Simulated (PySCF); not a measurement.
Task: Give a PBE0-D3(BJ)/def2-SVP geometry of W(OMe)F5, `C[O][W]([F])([F])([F])([F])[F]`. (Singlet state.)

Result: 
```xyz
11
CH3F5OW angstrom
W     -0.4284   -0.1272   -1.1426
O      0.0430   -0.0666    0.6098
C      0.6512    0.1472    1.8424
H      1.6781   -0.2489    1.8131
H      0.0768   -0.3702    2.6252
H      0.6774    1.2278    2.0513
F     -0.8149   -0.1176   -2.9536
F      1.3147   -0.5664   -1.6119
F     -2.2000    0.2845   -0.7871
F     -0.0412    1.6806   -1.3247
F     -0.8588   -1.9287   -1.0909
```

Orientation and origin are arbitrary. Atoms count from 1 in this order. O2 (oxygen bonded to C and W) is bent (angle 166.9°). W1 (tungsten bonded to 5 F and O) is octahedral (the three widest angles are 176.3°, 176.3° and 175.8°, the others run from 86.7° to 93.8°).

Bonds between heavy atoms (Å): W1–O2 1.816, W1–F7 1.852, W1–F8 1.858, W1–F9 1.853, W1–F10 1.858, W1–F11 1.853, O2–C3 1.391.

Computed, not measured: PBE0-D3(BJ)/def2-SVP geometry optimisation, gas phase, def2 core potentials past Kr (PySCF 2.14.0).

Point group: near Cs, missed by 0.10 Å at most; the miss may be what the optimiser left on a soft mode. PBE0-D3(BJ)/def2-SVP frequencies: not computed here.
